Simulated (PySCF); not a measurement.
Isomers of C6H7F3Si, one conformer each; single-point electronic energies without zero-point terms and without any empirical dispersion term.

All values: PBE0/pcSseg-1 (PySCF, non-relativistic), each on one gas-phase PBE0-D3(BJ)/def2-SVP geometry that isn't relaxed in the solvent. The solvent is an IEF-PCM continuum (Bondi radii, 1.10 Å for H, scaled by 1.2). The model holds no explicit solvent molecules, cavitation or dispersion.

```
                          isomer  relative energy, gas (kJ/mol)  dipole (D)
       `FC(F)(F)CC1=CC=C[SiH2]1`                            0.0        2.36
     `CC1=C(C(F)(F)F)C=C[SiH2]1`                           11.7        2.10
   `C#C[Si@@H]1CC[C@H]1C(F)(F)F`                           95.5        2.82
  `C#C[Si@@H]1CC[C@@H]1C(F)(F)F`                           97.4        2.03
      `C(C1C[SiH2]C1)#CC(F)(F)F`                          165.7        3.50
`FC(F)=C(F)/C=C/[C@@H]1C[SiH2]1`                          217.8        2.68
`FC(F)=C(F)/C=C\[C@@H]1C[SiH2]1`                          224.0        2.10
```

Problem. How do the relative energies look in cyclohexane (ε = 2.017)?

Solution. 
| isomer | relative energy, solvent (kJ/mol) | E(solvent) − E(gas) (kJ/mol) | dipole in solvent (D) |
| --- | --- | --- | --- |
| `FC(F)(F)CC1=CC=C[SiH2]1` | 0.0 | -5.8 | 2.58 |
| `CC1=C(C(F)(F)F)C=C[SiH2]1` | 13.1 | -4.4 | 2.31 |
| `C#C[Si@@H]1CC[C@H]1C(F)(F)F` | 94.1 | -7.2 | 3.03 |
| `C#C[Si@@H]1CC[C@@H]1C(F)(F)F` | 95.5 | -7.8 | 2.20 |
| `C(C1C[SiH2]C1)#CC(F)(F)F` | 166.2 | -5.3 | 3.82 |
| `FC(F)=C(F)/C=C/[C@@H]1C[SiH2]1` | 218.8 | -4.8 | 2.96 |
| `FC(F)=C(F)/C=C\[C@@H]1C[SiH2]1` | 225.5 | -4.3 | 2.34 |

The order is unchanged. Conformers: `[F:1][C:2]([F:3])([F:4])[CH2:5][C:6]1=[CH:7][CH:8]=[CH:9][SiH2:10]1` with C2–C5–C6–C7 139°; `[CH:1]#[C:2][Si@@H:3]1[CH2:4][CH2:5][C@H:6]1[C:7]([F:8])([F:9])[F:10]` with C2–Si3–C4–C5 -93°, Si3–C4–C5–C6 -19°, C4–C5–C6–C7 -97°, C2–Si3–C6–C5 97°; `[CH:1]#[C:2][Si@@H:3]1[CH2:4][CH2:5][C@@H:6]1[C:7]([F:8])([F:9])[F:10]` with C2–Si3–C4–C5 -133°, Si3–C4–C5–C6 20°, C4–C5–C6–C7 97°, C2–Si3–C6–C5 135°; `[F:1][C:2]([F:3])([F:4])[C:5]#[C:6][CH:7]1[CH2:8][SiH2:9][CH2:10]1` with C6–C7–C8–Si9 -148°, C7–C8–Si9–C10 19°, C8–Si9–C10–C7 -19°, C6–C7–C10–Si9 148°; `[F:1][C:2]([F:3])=[C:4]([F:5])/[CH:6]=[CH:7]/[C@@H:8]1[CH2:9][SiH2:10]1` with C2–C4–C6–C7 -179°, C6–C7–C8–C9 -150°; `[F:1][C:2]([F:3])=[C:4]([F:5])/[CH:6]=[CH:7]\[C@@H:8]1[CH2:9][SiH2:10]1` with C2–C4–C6–C7 180°, C6–C7–C8–C9 -158°. `C#C[Si@@H]1CC[C@@H]1C(F)(F)F` gains most from the continuum, while `C(C1C[SiH2]C1)#CC(F)(F)F` has the largest gas-phase dipole. The gains span 3.5 kJ/mol, the gas-phase energies 224.0 kJ/mol.
